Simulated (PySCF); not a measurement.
Stepwise substitution at one centre (Ga Cl-Br). Isolated molecules, 0 K electronic values unless said otherwise. Strings in code marks are SMILES.

Quantity: redistribution energy (mixed species minus the weighted end members), in kcal/mol.

Case: 2 of 3 Cl replaced by Br: `[Ga]([Br])([Br])[Cl]`. The other species in the difference include `[Cl][Ga]([Cl])[Cl]` (neutral, multiplicity 1). Geometry of `[Cl][Ga]([Br])[Br]` (neutral, multiplicity 1, Å):

```xyz
4

Cl    -0.1520     2.1407     0.0053
Ga    -0.0020     0.0284     0.0001
Br    -1.8806    -1.2235    -0.0481
Br     2.0347    -0.9456     0.0427
```

Task: Estimate the redistribution energy (mixed species minus the weighted end members) that B3LYP/6-31G* // PBE0-D3(BJ)/def2-TZVP (PySCF) returns for this input.

Result: -0.04 kcal/mol.
